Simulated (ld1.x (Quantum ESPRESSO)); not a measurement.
What one change does to a pseudopotential (aluminium, RRKJ)

```json
{
 "Element": "Al",
 "Generator": "ld1.x (Quantum ESPRESSO) 7.5",
 "Type": "norm-conserving RRKJ (Kleinman–Bylander form)",
 "Functional": "PBE",
 "Relativity": "fully relativistic",
 "Frozen core": "[Ne]",
 "Valence charge": "3",
 "Reference configuration": "3s2 3p0.5 (charge +0.5)",
 "Partial waves": "3p (bound): rc 2.00 bohr; 3s (bound): rc 1.90 bohr",
 "Local potential": "the s channel",
 "Core correction": "Bessel-smoothed model core inside 0.95 bohr"
}
```

Open shells are filled in proportion to 2j + 1 (rel_dist='average').

Change: all radii but the core radius scaled by about 0.85 (s 1.62, p 1.70 bohr).

Cutoffs: the cutoffs (Ry, on a coarse ladder) from which the occupation-weighted sum of valence levels, in a spherical-Bessel basis at the reference potential, stays within 10 and 1 mRy of its value at 400 Ry; they do not see the model core or the augmentation charge, which bear on the density cutoff. Errors are all-electron minus pseudo energies relative to the spin-unpolarised reference configuration.

Problem. How do hardness, ghosts and transferability respond?

Solution. The potential gets harder (10 Ry and 30 Ry → 18 Ry and 35 Ry); of the 7 tests that both files solve, the error grows in 1 and shrinks in 2 by more than 15 % and 0.3 meV (median size 0.8 → 1.2 meV); neither file shows a bound ghost. A smaller radius makes the pseudo-wave follow the all-electron one further in, where it bends more sharply, so more plane waves are needed.

| quantity | base | changed |
| --- | --- | --- |
| cutoff, loose | 10 Ry | 18 Ry |
| cutoff, tight | 30 Ry | 35 Ry |
| bound ghosts | none | none |
| error for 3s2 3p1, meV [ΔE -2.09 eV] | +0.4 | +0.5 |
| error for 3s2 3p0, meV [ΔE 3.68 eV] | +0.6 | +0.6 |
| error for 3s1 3p0, meV [ΔE 22.90 eV] | +7.7 | +7.1 |
| error for 3s0 3p3, meV [ΔE 8.36 eV] | -11 | -2.5 |
| error for 3s2 3p1.3, meV [ΔE -2.66 eV] | +0.8 | +1.0 |
| error for 3s1 3p1, meV [ΔE 9.49 eV] | +0.6 | +2.6 |
| error for 3s1 3p2, meV [ΔE 3.05 eV] | -3.2 | -1.2 |
